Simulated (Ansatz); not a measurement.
Ideal-gas functions of `[NH2][Hf]([Cl])([Br])[Br]` at 400 K and 1 bar, from an Ansatz frequency run at PBE0-D4/def2-TZVP.

Molar mass 389.77 g/mol, point group Cs (symmetry number 1), electronic degeneracy 1, moments of inertia 531.328, 788.779, 1060.622 u Å². Harmonic wavenumbers (cm⁻¹, unscaled): 39, 65, 81, 117, 135, 146, 246, 268, 380, 487, 497, 662, 1535, 3556, 3649.

Use S(trans) = R[1.5 ln M + 2.5 ln T − 1.1517]; rotational temperatures θ = 24.2544 K / I; S(rot) = R[ln(√π/σ · √(T³/θAθBθC)) + 1.5]; for each mode x = 1.438777 ν̃/T, S = R[x/(eˣ − 1) − ln(1 − e⁻ˣ)] and H = RT x/(eˣ − 1); 1 cm⁻¹ = 0.0119627 kJ/mol; R = 8.31446 J/(mol·K).

Question: By hand: the entropy, in J/(mol·K).

Answer: Translation 189.4. Rotation: θ = 0.0456, 0.0307, 0.0229 K, giving 135.0. Vibration, mode by mode: 24.65, 20.42, 18.60, 15.57, 14.40, 13.76, 9.60, 8.93, 6.33, 4.64, 4.51, 2.82, 0.22, 0.00, 0.00, in all 144.5. Electronic 0.0. Sum 468.9 J/(mol·K).

Question: By hand: H − E and G − E in kJ/mol, counted from the electronic energy.

Answer: Zero-point energy ½ × 11863 × 0.0119627 = 71.0; thermal vibration 25.6; translation, rotation and pV give 4 RT = 13.3. H − E = 109.9 kJ/mol, and G − E = 109.9 − 400 × 468.9/1000 = -77.7 kJ/mol.

Vibration gives 31 % of the entropy, 107.4 J/(mol·K) of it from the modes under 150 cm⁻¹: soft modes count most, and the harmonic formula is weakest for them. The sum counts one conformer and one mirror image; others add a mixing term.
